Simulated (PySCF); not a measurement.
# Unknowns

- geometry from GFN2-xTB
- shieldings: GIAO PBE0/pcSseg-1
- code: PySCF 2.14.0 with density-fitted response routines
- gas phase, non-relativistic Hamiltonian, equivalent nuclei averaged, single conformer

Scale: 1H and 13C against TMS (reference shieldings calculated alike). Splittings of carbon signals by F and P are missing where no couplings were computed. Where no couplings were computed, multiplicities follow the n + 1 count of equivalent neighbours, and m marks all less simple cases (inequivalent or close neighbours, rings, F or P nearby). Shifts are as computed. Against solution values, carbons near 30 ppm lie about +3 ppm off and those near 130 ppm about +5 ppm. Of 1211 compounds with measured shifts, 218 miss one by over three times the rms of a fit or turn the order of signals round; such compounds aren't used in these exercises.

(1) C$_{5}$H$_{10}$O$_{2}$. 1H NMR (300 MHz, computed): δ 5.05 (sept, 1H), 2.07 (s, 3H), 1.26 (d, 6H). 13C{1H} NMR (computed): δ 175.8 (C), 69.8 (CH), 24.0 (CH3), 23.5 (CH3). Identify the compound.

(2) C$_{3}$F$_{6}$. 13C{1H} NMR (computed): δ 168.3 (C), 131.4 (C), 128.8 (C). Identify the compound.

Answers

(1) SMILES CC(=O)OC(C)C. Rings plus π bonds: 1 (no ring in the answer). 4 carbon signals for 5 carbons: some carbons are equivalent by symmetry or fast rotation. Carbon types of the structure: 1 × C, 1 × CH, 3 × CH3, which accounts for all hydrogens. δC 175.8: ester carbonyl carbon; lone-pair donation from the attached heteroatom keeps it upfield of a ketone carbonyl. δC 69.8: sp3 CH bonded to O; deshielded by the electronegative neighbour. δC 23.5: methyl carbon; a saturated carbon with 1 carbon neighbour and no heteroatom attached. δH 2.07: hydrogen on a methyl carbon α to a carbonyl; α to C=O.

The shifts were computed for this structure.

(2) SMILES C(F)(F)=C(F)C(F)(F)F. The formula gives 1 degree of unsaturation (no ring in the answer). 3 carbon signals for 3 carbons: no two carbons are equivalent. Carbon types of the structure: 3 × C. δC 168.3, 131.4: fully substituted alkene carbon. δC 128.8: CF3 carbon; 3 electronegative neighbours deshield it.

This is the structure that produced the data.
